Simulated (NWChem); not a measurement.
# CH6Sn; SMILES [SnH3][CH3]

Computed with NWChem. All runs use the structure optimised with PBE0/def2-SVP. def2 effective core potentials on Sn; no spin-orbit coupling.

**Question.** Predict the results for PW91/def2-TZVP. Quantities: highest occupied level (eV); orbital gap (eV); dipole (D).

**Answer.** The highest occupied level (eV) is -7.27, the orbital gap (eV) is 6.69 and the dipole (D) is 0.80.
